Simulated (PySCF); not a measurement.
Species: C3H7PTe.
Atom-mapped SMILES: `[CH3:1][C@@H:2]1[CH2:3][P@@H:4]1=[Te:5]` (hydrogens: H6, H7, H8 on C1; H9 on C2; H10, H11 on C3; H12 on P4)

Method: PBE0-D3(BJ)/def2-SVP geometry optimisation, gas phase, def2 core potentials past Kr in PySCF; density fitting, grid level 1; the optimiser is geomeTRIC in internal coordinates, started from a GFN2-xTB structure with every atom displaced at random (about 0.01 Å).

Step 0: E = -19794.4756 eV
```
atom  x, y, z in Å  |  force x, y, z in eV/Å
C1     -1.4340    0.0130   -0.4349   -0.077   1.817  -0.438
C2     -0.3145    0.2238    0.5221    0.609   0.071   0.089
C3      0.9603    0.8681   -0.0050   -0.073  -0.306   1.316
P4      1.1589   -0.9142    0.3848   -0.834   1.106  -0.076
Te5     1.3759   -2.5770   -1.2097    0.145  -0.318  -0.075
H6     -1.8869    1.0087   -0.7148    0.292  -0.683   0.187
H7     -1.0838   -0.4480   -1.3510    0.120  -0.346  -0.486
H8     -2.2101   -0.5787   -0.0086   -0.883  -0.821   0.446
H9     -0.6124    0.5427    1.5389    0.179  -0.285  -0.233
H10     0.9913    1.1101   -1.0419    0.006   0.198  -1.148
H11     1.4542    1.6095    0.6344    0.090  -0.116  -0.025
H12     1.6462   -0.8682    1.6887    0.427  -0.319   0.442
```

Step 1: E = -19794.5829 eV
```
atom  x, y, z in Å  |  force x, y, z in eV/Å
C1     -1.4765    0.0622   -0.4433   -0.095  -0.164   0.019
C2     -0.3293    0.2788    0.5036   -0.051  -0.258   0.085
C3      0.9767    0.8498   -0.0113    0.052   0.486  -0.295
P4      1.0669   -0.9103    0.4053    0.392   0.102   0.148
Te5     1.4970   -2.6147   -1.1226   -0.115  -0.119  -0.026
H6     -2.0097    1.0068   -0.6218   -0.088   0.043  -0.010
H7     -1.1127   -0.3159   -1.4121   -0.031   0.003   0.021
H8     -2.1845   -0.6881   -0.0422    0.115   0.223  -0.075
H9     -0.5974    0.5750    1.5260   -0.039  -0.064  -0.021
H10     1.0109    1.1077   -1.0835    0.041  -0.180   0.220
H11     1.5231    1.5630    0.6166   -0.036  -0.045   0.016
H12     1.6808   -0.9242    1.6882   -0.143  -0.026  -0.083
```

Question: Estimate the geometry and energy of step 2. (The exact step hangs on the optimiser's Hessian estimate; all steps are aligned on step 1, rigid shifts and turns removed.)

Answer: E = -19794.6073 eV, largest force 0.207 eV/Å
```
atom  x, y, z in Å  |  force x, y, z in eV/Å
C1     -1.4774    0.0627   -0.4498    0.053  -0.045  -0.020
C2     -0.3204    0.2568    0.4943    0.020  -0.092   0.051
C3      0.9787    0.8646   -0.0122   -0.013   0.204  -0.034
P4      1.1071   -0.8974    0.4061    0.058   0.042  -0.140
Te5     1.4628   -2.6471   -1.0989   -0.042  -0.001   0.038
H6     -2.0179    1.0110   -0.6016    0.013  -0.005   0.018
H7     -1.1291   -0.2950   -1.4310   -0.006  -0.010   0.009
H8     -2.1826   -0.6853   -0.0583   -0.006   0.033   0.008
H9     -0.5971    0.5360    1.5182   -0.007  -0.012   0.014
H10     1.0195    1.1108   -1.0797    0.029  -0.092   0.006
H11     1.5089    1.5839    0.6206   -0.025  -0.002   0.025
H12     1.6928   -0.9109    1.6953   -0.073  -0.019   0.027
```

The energy changes by -0.0245 eV. The first-order estimate −F·Δx gives -0.0394 eV and the mean of the old and new forces, exact on a quadratic surface, -0.0245 eV. The step makes an angle of 65° with the force vector and moves no atom by more than 0.053 Å.

What follows is the cost of the whole optimisation. Time: 69 s wall; peak memory 0.53 GiB. Hardware: one thread of an Arm Neoverse V1, shared host.
